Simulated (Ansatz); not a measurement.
The cluster Li8⁺, relaxed as a doublet with UKS PBE/def2-TZVP in Ansatz, starting from the GFN1-xTB geometry. Force threshold 0.02 eV/Å.

The structure comes from a short search, and lower isomers may exist.

Start:

Cartesian coordinates in Å:
```
Li -0.1121 2.4139 0.0850
Li -1.2847 0.2890 -0.7736
Li 1.2815 0.6596 -1.3943
Li -0.7748 0.3827 1.7994
Li 1.8364 1.0125 1.3200
Li -1.6784 -1.9152 0.5851
Li -0.0816 -1.6781 -2.0205
Li 0.8137 -1.1644 0.3988
```

```tsv
step	energy (eV)	largest force component (eV/Å)	SCF passes
1	-1626.6320	0.787	21
2	-1627.2652	0.349	24
3	-1627.4482	0.091	23
4	-1627.4604	0.117	23
5	-1627.4725	0.052	23
6	-1627.5045	0.048	23
7	-1627.5370	0.047	22
8	-1627.5391	0.119	23
9 (rejected)	-1627.5389	0.074	22
10	-1627.5473	0.040	23
11	-1627.5486	0.010	23
```

Force components are those of the run's own axes.

End:

```xyz
8

Li    0.0778    2.3377    0.2509
Li   -1.6652    0.2739   -1.0432
Li    1.5355    0.8105   -1.9338
Li   -1.1651    0.4500    2.2810
Li    2.3938    0.9505    1.6100
Li   -1.7300   -2.2665    0.6903
Li    0.0706   -2.0260   -2.1197
Li    0.4827   -0.5302    0.2645
```

Bonds lost: Li2–Li3, Li2–Li4, Li3–Li5, Li4–Li5 (atoms count from 1). Bonds formed: Li1–Li8 (atoms count from 1). The end is the same structure that another start reached, the lowest one found.

No frequencies were taken in this run, so the end may be a saddle point.

It took 14 s on 4 threads of Arm Neoverse V1 on a shared host.
